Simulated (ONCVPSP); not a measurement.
manganese, ONCV: configuration errors across variants

```
Element                 : Mn
Generator               : ONCVPSP 4.0.1
Type                    : optimised norm-conserving Vanderbilt (ONCV)
Functional              : LDA (Perdew-Wang 92)
Relativity              : scalar-relativistic
Frozen core             : [Ne]
Valence charge          : 15
Reference configuration : 3s2 3p6 3d5 4s2
Partial waves           : 3s+4s: rc 1.30 bohr, ncon 3, nbas 6, qcut 9.1 1/bohr, 3 projectors, debl 4 Ha; 3p: rc 1.30 bohr, ncon 3, nbas 8, qcut 10.5 1/bohr, 2 projectors, debl 1.5 Ha; 3d: rc 1.05 bohr, ncon 4, nbas 9, qcut 14.7 1/bohr, 1 projector
Local potential         : polynomial inside 0.95 bohr (lpopt 5, dvloc0 6 Ha)
Core correction         : none
```

In the p channel the program set the typed energies aside and used -2.002, 0.250 Ha.

All-electron excitation energies from the reference (eV): (1) 3s2 3p6 3d5 4s1 8.647; (2) 3s2 3p6 3d5 4s0 24.517; (3) 3s2 3p6 3d4 4s0 57.332; (4) 3s2 3p6 3d4 4s2 4p1 7.929.

1 further variants failed, have other tests or another functional or relativity, and are left out.

A true bound ghost makes a file unfit for plane-wave use even where its test errors are small: the radial tests pick states by their node count and pass the ghost by.

Errors AE − PS in meV (a dash: test not solved or not reliable):

| change | (1) | (2) | (3) | (4) | bound ghosts | GHOST(+) flags above zero |
| --- | --- | --- | --- | --- | --- | --- |
| base | -0.1 | +0.8 | -7.4 | +7.0 | s | none |
| s: qcut 13.1; p: qcut 15.2; d: qcut 21.2 | -0.3 | 0.0 | -7.3 | +3.2 | none | none |
| s: debl 4.25 | -0.1 | +0.8 | -7.4 | +7.0 | s | none |
| d: ncon 3, nbas 8 | -0.1 | +0.8 | -8.1 | +6.8 | s | none |
| local potential polynomial inside 0.95 bohr (lpopt 5, dvloc0 -1.5 Ha) | -0.2 | +0.7 | -4.2 | +9.0 | none | s |
| core correction Teter function, fcfact 4.5, rcfact 1.6 | -0.2 | +0.3 | -8.2 | +6.0 | s | none |
| s: nproj 4 | -0.2 | +0.7 | -7.5 | +7.0 | none | none |

Q: Give the same row for: d: rc 1.06.

A: -0.1, +0.8, -7.4, +7.1; bound ghosts: s; GHOST(+) flags above zero: none.
